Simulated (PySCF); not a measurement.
# Radial density of Cr⁺ (chromium, charge +1)

B97-3, [Ar] 3d5, high-spin 6S determinant. Calculation: PySCF 2.14, in x2c-TZVPPall with one added diffuse shell each of s, p, d, f type (7s6p5d3f1g, 80 functions); the spin-free X2C one-electron Hamiltonian (Gaussian nucleus).

```json
{"r (bohr)": "0.00114", "4πr²ρ (e/bohr)": "0.1982", "4πr²(ρα − ρβ)": "0.0000"}
{"r (bohr)": "0.00192", "4πr²ρ (e/bohr)": "0.5051", "4πr²(ρα − ρβ)": "0.0000"}
{"r (bohr)": "0.00323", "4πr²ρ (e/bohr)": "1.271", "4πr²(ρα − ρβ)": "0.0000"}
{"r (bohr)": "0.00543", "4πr²ρ (e/bohr)": "3.082", "4πr²(ρα − ρβ)": "-0.0001"}
{"r (bohr)": "0.00914", "4πr²ρ (e/bohr)": "6.985", "4πr²(ρα − ρβ)": "-0.0002"}
{"r (bohr)": "0.0154", "4πr²ρ (e/bohr)": "14.11", "4πr²(ρα − ρβ)": "-0.0004"}
{"r (bohr)": "0.0259", "4πr²ρ (e/bohr)": "23.55", "4πr²(ρα − ρβ)": "-0.0005"}
{"r (bohr)": "0.0435", "4πr²ρ (e/bohr)": "28.79", "4πr²(ρα − ρβ)": "0.0001"}
{"r (bohr)": "0.0731", "4πr²ρ (e/bohr)": "24.08", "4πr²(ρα − ρβ)": "0.0035"}
{"r (bohr)": "0.123", "4πr²ρ (e/bohr)": "23.54", "4πr²(ρα − ρβ)": "0.0289"}
{"r (bohr)": "0.207", "4πr²ρ (e/bohr)": "31.44", "4πr²(ρα − ρβ)": "0.2085"}
{"r (bohr)": "0.348", "4πr²ρ (e/bohr)": "17.40", "4πr²(ρα − ρβ)": "1.0622"}
{"r (bohr)": "0.585", "4πr²ρ (e/bohr)": "11.25", "4πr²(ρα − ρβ)": "2.8337"}
{"r (bohr)": "0.985", "4πr²ρ (e/bohr)": "11.73", "4πr²(ρα − ρβ)": "3.3825"}
{"r (bohr)": "1.66", "4πr²ρ (e/bohr)": "3.182", "4πr²(ρα − ρβ)": "1.7373"}
{"r (bohr)": "2.79", "4πr²ρ (e/bohr)": "0.4338", "4πr²(ρα − ρβ)": "0.3974"}
{"r (bohr)": "4.69", "4πr²ρ (e/bohr)": "0.03050", "4πr²(ρα − ρβ)": "0.0305"}
{"r (bohr)": "7.88", "4πr²ρ (e/bohr)": "7.968e-05", "4πr²(ρα − ρβ)": "0.0001"}
```

Densities and radii are taken from the X2C orbitals without a picture-change correction, which distorts them close to the nucleus.
